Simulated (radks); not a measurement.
Ge1.3+, 30.7 electrons, occupied as [Ar] 3d10 4s2 4p0.7 (fractional occupations, a model configuration).

Calculated with a radial shooting solver on a logarithmic mesh with Libxc functionals: Dirac Kohn-Sham, PBE, spin-unpolarised, spherical densities, finite nucleus; open shells are shared between the two j in proportion to 2j + 1; Fermi nuclear charge, rms radius 4.0742 fm.

Energy parts (eV):
part                       energy
total                  -57103.330
kinetic                 58313.494
electron-nucleus      -137444.645
Hartree                 24185.160
exchange-correlation    -2157.339

Orbitals (lengths in bohr, moments of r in powers of bohr; <r^-3> diverges for s and p1/2):
orbital      occ.  eigenvalue (eV)      <r>  <r^-3>
1s1/2           2        -10970.00  0.04700       -
2s1/2           2        -1383.366   0.2098       -
2p1/2           2        -1231.816   0.1812       -
2p3/2           4        -1199.942   0.1848   958.7
3s1/2           2        -180.5603   0.6241       -
3p1/2           2        -130.5971   0.6398       -
3p3/2           4        -126.3210   0.6504   129.6
3d3/2           4         -41.7531   0.7310   14.48
3d5/2           6         -41.1670   0.7362   14.07
4s1/2           2         -22.5633    2.003       -
4p1/2    0.233333         -13.8802    2.456       -
4p3/2    0.466667         -13.6185    2.492   7.999

The highest occupied level is 4p3/2 at -13.618 eV. The electron density at the nucleus is 3.173e+04 e/bohr^3. The density falls to 0.001 e/bohr^3 at r = 3.78 bohr. Summed over all electrons, <r^2> = 25.27 bohr^2, which gives a Langevin (diamagnetic) susceptibility term of -20 x 10^-6 cm^3/mol.
